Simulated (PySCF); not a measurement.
ketene (C$_{2}$H$_{2}$O), singlet, geometry from GFN2-xTB; CCSD(T)/6-31G** (PySCF).

Here is a job for PySCF.
```python
from pyscf import gto, scf, cc

mol = gto.M(
    atom='''
C    -0.01148162    0.02136311   -1.19190098
C     0.00092956   -0.00172957    0.09649676
H     0.00249612    0.94826436   -1.73006124
H    -0.03614064   -0.88566416   -1.76255958
O     0.01211961   -0.02255018    1.25813077
''',
    basis='6-31g**',
    verbose=4,
)

mf = scf.RHF(mol)
mf.kernel()

mycc = cc.CCSD(mf)
mycc.kernel()
et = mycc.ccsd_t()
print('E(CCSD(T)) = %.10f' % (mycc.e_tot + et))
```

Output, abridged:

```
PySCF version 2.14.0

[INPUT] verbose = 4
[INPUT] num. atoms = 5
[INPUT] num. electrons = 22
[INPUT] charge = 0
[INPUT] spin (= nelec alpha-beta = 2S) = 0
[INPUT] symmetry False subgroup None
[INPUT] Mole.unit = angstrom
[INPUT] Symbol           X                Y                Z      unit          X                Y                Z       unit  Magmom
[INPUT]  1 C     -0.011481620000   0.021363110000  -1.191900980000 AA   -0.021697117266   0.040370427069  -2.252366419801 Bohr   0.0
[INPUT]  2 C      0.000929560000  -0.001729570000   0.096496760000 AA    0.001756613816  -0.003268413613   0.182352448308 Bohr   0.0
[INPUT]  3 H      0.002496120000   0.948264360000  -1.730061240000 AA    0.004716983174   1.791959934086  -3.269341922325 Bohr   0.0
[INPUT]  4 H     -0.036140640000  -0.885664160000  -1.762559580000 AA   -0.068295911567  -1.673662700743  -3.330754884428 Bohr   0.0
[INPUT]  5 O      0.012119610000  -0.022550180000   1.258130770000 AA    0.022902743637  -0.042613664260   2.377522584188 Bohr   0.0

nuclear repulsion = 59.0017213475371
number of shells = 24
number of NR pGTOs = 95
number of NR cGTOs = 52
basis = 6-31g**
ecp = {}

******** <class 'pyscf.scf.hf.RHF'> ********
method = RHF
initial guess = minao
damping factor = 0
level_shift factor = 0
DIIS = <class 'pyscf.scf.diis.CDIIS'>
diis_start_cycle = 1
diis_space = 8
diis_damp = 0
SCF conv_tol = 1e-09
SCF conv_tol_grad = None
SCF max_cycles = 50
direct_scf = True
direct_scf_tol = 1e-13
Set gradient conv threshold to 3.16228e-05
Initial guess from minao.
init E= -152.297007901672
  HOMO = -0.227861535604598  LUMO = 0.0263827043536127  gap/eV = 6.91834
cycle= 1 E= -151.644804957533  delta_E= 0.652  |g|= 0.594  |ddm|= 2.21
  HOMO = -0.374601829190736  LUMO = 0.0959644069595669  gap/eV = 12.80476
cycle= 2 E= -151.687870976043  delta_E= -0.0431  |g|= 0.453  |ddm|= 0.649
  HOMO = -0.365554747922278  LUMO = 0.123243668903035  gap/eV = 13.30088
cycle= 3 E= -151.725854743198  delta_E= -0.038  |g|= 0.0573  |ddm|= 0.312
  HOMO = -0.362406483979895  LUMO = 0.13771437364066  gap/eV = 13.60898
cycle= 4 E= -151.726992898737  delta_E= -0.00114  |g|= 0.0186  |ddm|= 0.0573
  HOMO = -0.363462052039365  LUMO = 0.135700413860112  gap/eV = 13.58290
cycle= 5 E= -151.727180027295  delta_E= -0.000187  |g|= 0.00774  |ddm|= 0.029
  HOMO = -0.36438099771112  LUMO = 0.136331624858708  gap/eV = 13.62508
cycle= 6 E= -151.727224429886  delta_E= -4.44e-05  |g|= 0.00325  |ddm|= 0.0119
  HOMO = -0.364136344741911  LUMO = 0.137041478333685  gap/eV = 13.63774
cycle= 7 E= -151.727236510956  delta_E= -1.21e-05  |g|= 0.000899  |ddm|= 0.00868
  HOMO = -0.364346802149857  LUMO = 0.13703792100044  gap/eV = 13.64337
cycle= 8 E= -151.72723721838  delta_E= -7.07e-07  |g|= 0.000182  |ddm|= 0.00227
  HOMO = -0.364310682336129  LUMO = 0.137072506034533  gap/eV = 13.64333
cycle= 9 E= -151.727237239508  delta_E= -2.11e-08  |g|= 3.99e-05  |ddm|= 0.000401
  HOMO = -0.364317521777386  LUMO = 0.137064185961179  gap/eV = 13.64329
cycle= 10 E= -151.727237240608  delta_E= -1.1e-09  |g|= 9.44e-06  |ddm|= 8.13e-05
  HOMO = -0.364318329674143  LUMO = 0.13706317095244  gap/eV = 13.64329
cycle= 11 E= -151.727237240667  delta_E= -5.88e-11  |g|= 1.75e-06  |ddm|= 1.74e-05
  HOMO = -0.364318285291599  LUMO = 0.137063000612724  gap/eV = 13.64328
Extra cycle  E= -151.727237240669  delta_E= -1.62e-12  |g|= 7.08e-07  |ddm|= 2.85e-06
converged SCF energy = -151.727237240669

******** <class 'pyscf.cc.ccsd.CCSD'> ********
CC2 = 0
CCSD nocc = 11, nmo = 52
max_cycle = 50
direct = 0
conv_tol = 1e-07
conv_tol_normt = 1e-05
diis_space = 6
diis_start_cycle = 0
diis_start_energy_diff = 1e+09
Init t2, MP2 energy = -152.162796120594  E_corr(MP2) -0.435558879925811
Init E_corr(CCSD) = -0.435558879926065
cycle = 1  E_corr(CCSD) = -0.432882086425225  dE = 0.0026767935  norm(t1,t2) = 0.0698413
cycle = 2  E_corr(CCSD) = -0.448409297226327  dE = -0.0155272108  norm(t1,t2) = 0.0257705
cycle = 3  E_corr(CCSD) = -0.447621543941235  dE = 0.000787753285  norm(t1,t2) = 0.0142095
cycle = 4  E_corr(CCSD) = -0.44982675212993  dE = -0.00220520819  norm(t1,t2) = 0.00500998
cycle = 5  E_corr(CCSD) = -0.449927164189359  dE = -0.000100412059  norm(t1,t2) = 0.000894692
cycle = 6  E_corr(CCSD) = -0.449845222169019  dE = 8.19420203e-05  norm(t1,t2) = 0.000366396
cycle = 7  E_corr(CCSD) = -0.449835331475239  dE = 9.89069378e-06  norm(t1,t2) = 0.000112753
cycle = 8  E_corr(CCSD) = -0.449845376731373  dE = -1.00452561e-05  norm(t1,t2) = 4.09212e-05
cycle = 9  E_corr(CCSD) = -0.449844696049185  dE = 6.80682189e-07  norm(t1,t2) = 1.77958e-05
cycle = 10  E_corr(CCSD) = -0.449844144938866  dE = 5.51110319e-07  norm(t1,t2) = 4.75522e-06
cycle = 11  E_corr(CCSD) = -0.449844326487526  dE = -1.8154866e-07  norm(t1,t2) = 2.159e-06
cycle = 12  E_corr(CCSD) = -0.449844177579013  dE = 1.48908513e-07  norm(t1,t2) = 5.92449e-07
cycle = 13  E_corr(CCSD) = -0.449844184727672  dE = -7.14865939e-09  norm(t1,t2) = 2.38092e-07
CCSD converged
E(CCSD) = -152.1770814253962  E_corr = -0.4498441847276723
CCSD(T) correction = -0.0164095874799442
E(CCSD(T)) = -152.1934910129
```
